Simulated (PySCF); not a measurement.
**Dipole moment and polarisability of `[F][In]([F])[F]`**

Compound: InF3.
Structure used (PBE0-D3(BJ)/def2-SVP), in Å, numbered top down from 1:
```xyz
4
InF3 angstrom
In    -0.006   -0.003    0.001
F      1.928   -0.026    0.013
F     -0.931    1.696   -0.021
F     -0.992   -1.667    0.007
```

Level: CAM-B3LYP/def2-SVPD (PySCF), static field, nuclei fixed, core orbitals frozen in the response. The polarisability tensor in these axes (au):

```
x   32.35  0.06  0.06
y    0.06 32.58 -0.08
z    0.06 -0.08 23.20
```

Question: Give the principal values, the mean and the anisotropy Δα = √{½[(α1 − α2)² + (α2 − α3)² + (α1 − α3)²]}.

Answer: Principal values 23.20, 32.34 and 32.59 au; mean 29.38 au = 4.35 Å³ = 4.84 × 10⁻⁴⁰ C²·m²/J; Δα = 9.27 au (32 % of the mean).

Question: What is the dipole moment?

Answer: 0.07 D at this geometry.

Question: In TDDFT the mean static polarisability is Σ f/ω² over all singlet excitations (ω in hartree). How much of it do the 10 lowest give? Their energies (eV) and oscillator strengths: 6.23, 0.0012; 6.24, 0.0000; 6.25, 0.0001; 6.27, 0.0604; 6.27, 0.0596; 6.84, 0.0559; 7.71, 0.0734; 7.73, 0.0783; 8.24, 0.0000; 8.25, 0.0000.

Answer: They add up to 5.05 au, 17.2 % of the 29.38 au; the largest single term is 1.14 au, from the state at 6.27 eV. Terms in order: 0.02, 0.00, 0.00, 1.14, 1.12, 0.89, 0.91, 0.97, 0.00, 0.00 au. Higher excitations give the rest. The strengths listed sum to 0.329.

Question: Refractivity n − 1 of an ideal gas of it at 298.15 K and 1 atm, from the electronic α?

Answer: N = p/kT = 2.4615 × 10¹⁹ cm⁻³, so n − 1 = 2π × N × 4.35 × 10⁻²⁴ cm³ = 673 × 10⁻⁶ at long wavelengths, for an ideal gas.

Question: Rayleigh depolarisation ratio (linearly polarised light, static tensor)?

Answer: ρ = 3Δα²/(45ᾱ² + 4Δα²) = 257.6/(38839 + 343.4) = 0.00657.

Question: Find the Langevin capture rate constant for O2+ (31.990 u) meeting this molecule (171.899 u), k = 2.342 × 10⁻⁹ cm³/s × √(α in Å³ / reduced mass in u).

Answer: The reduced mass is 26.97 u, so k = 0.94 × 10⁻⁹ cm³/s.

Question: Molar refractivity from α?

Answer: Lorentz–Lorenz: R = (4π/3)N_A α = 2.5225 cm³/(mol·Å³) × 4.35 Å³ = 11.0 cm³/mol, in the limit of long wavelengths.

Geometry: PBE0-D3(BJ)/def2-SVP; no solvent, vibrations or thermal averaging. Atoms past krypton carry effective core potentials; spin–orbit coupling is left out.

These values come from a run that also computed excited states and ΔSCF ions. The run took 39 s of wall time (with the writing of density and orbital grids) on one thread, x86-64 server, shared host.
